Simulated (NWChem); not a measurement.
A series in which one site is exchanged, each optimised at PBE0/def2-SVP with NWChem, gas phase unless a solvent is named. All stand in one matching conformer (torsions within 35°), which need not be the lowest. This build's default masses of Se (78.918 u) and Br (79.917 u) are each other's, which moves their modes by up to 0.6 %. For some, no frequency run checked for a minimum. def2 effective core potentials on Cd; no spin-orbit coupling.

A: [SeH][Mg][SH] (MgH$_{2}$SeS; site = Mg)
B: [SH][Be][SeH] (BeH$_{2}$SeS; site = Be)
C: [SH][Cd][SeH] (CdH₂SeS; site = Cd)
D: [Se](S)[SeH] (H₂Se₂S; site = Se)

Values for A:

* **dipole (D), PBE0/def2-SVP**: 0.97
* **orbital gap (eV), PBE0/def2-SVP**: 5.44
* **vertical ionisation energy, ΔSCF, PBE/def2-SVP (eV)**: 8.55
* **static polarisability, PBE/def2-SVPD (bohr³)**: 86.3
* **lowest singlet excitation, PBE/def2-SVPD, TDA (eV)**: 3.76

Question: How do these values change for the other members?

Answer: 
| change from A | B | C | D |
|---|---|---|---|
| dipole (D), PBE0/def2-SVP | +0.21 | +0.08 | -0.52 |
| orbital gap (eV), PBE0/def2-SVP | +1.29 | +0.13 | -0.02 |
| vertical ionisation energy, ΔSCF, PBE/def2-SVP (eV) | +0.73 | +0.06 | +0.31 |
| static polarisability, PBE/def2-SVPD (bohr³) | -15.6 | +6.1 | +0.1 |
| lowest singlet excitation, PBE/def2-SVPD, TDA (eV) | +1.02 | -0.01 | -0.16 |
